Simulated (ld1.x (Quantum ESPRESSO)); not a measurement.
## Ho: one change to a TM potential, before and after

```
Element                 : holmium (Ho)
Generator               : ld1.x (Quantum ESPRESSO) 7.5
Type                    : norm-conserving Troullier–Martins (Kleinman–Bylander form)
Functional              : revPBE
Relativity              : fully relativistic
Frozen core             : [Xe] 4f10
Valence charge          : 3
Reference configuration : 5d1 6s1.5 6p0 (charge +0.5)
Partial waves           : 6p (bound, empty): rc 3.50 bohr; 5d (bound): rc 1.80 bohr; 6s (bound): rc 2.50 bohr
Local potential         : the s channel
Core correction         : a·sin(br)/r model core inside 1.35 bohr
```

Open shells are filled in proportion to 2j + 1 (rel_dist='average').

All-electron outer shells of the reference configuration (revPBE, scalar-relativistic, ld1.x):

| shell | level (eV) | outermost node (bohr) | outermost maximum (bohr) |
| --- | --- | --- | --- |
| 4f | -12.41 | – | 0.52 |
| 6s | -6.84 | 1.51 | 3.18 |
| 5d | -5.00 | 0.74 | 1.86 |
| 6p | -3.47 | 1.82 | 4.14 |

Change: reference 5d1 6s1.5 6p0.5.

Cutoffs: the cutoffs (Ry, on a coarse ladder) from which the occupation-weighted sum of valence levels, in a spherical-Bessel basis at the reference potential, stays within 10 and 1 mRy of its value at 400 Ry; they do not see the model core or the augmentation charge, which bear on the density cutoff. Errors are all-electron minus pseudo energies relative to the spin-unpolarised reference configuration.

Q: What does the change do?

A: The potential gets neither clearly harder nor softer (18 Ry and 25 Ry → 18 Ry and 25 Ry); neither file shows a bound ghost.

```tsv
quantity	base	changed
cutoff, loose	18 Ry	18 Ry
cutoff, tight	25 Ry	25 Ry
bound ghosts	none	none
largest error over its own tests, meV	-119	-55
s: phases at 3.82 bohr within 0.05 rad from the reference energy up to (Ry; the scan ends near 5)	0.6	0.8
p1/2: phases at 3.82 bohr within 0.05 rad from the reference energy up to (Ry; the scan ends near 5)	1.6	1.8
p3/2: phases at 3.82 bohr within 0.05 rad from the reference energy up to (Ry; the scan ends near 5)	1.3	1.4
d3/2: phases at 3.82 bohr within 0.05 rad from the reference energy up to (Ry; the scan ends near 5)	0.6	0.7
d5/2: phases at 3.82 bohr within 0.05 rad from the reference energy up to (Ry; the scan ends near 5)	0.6	0.8
```
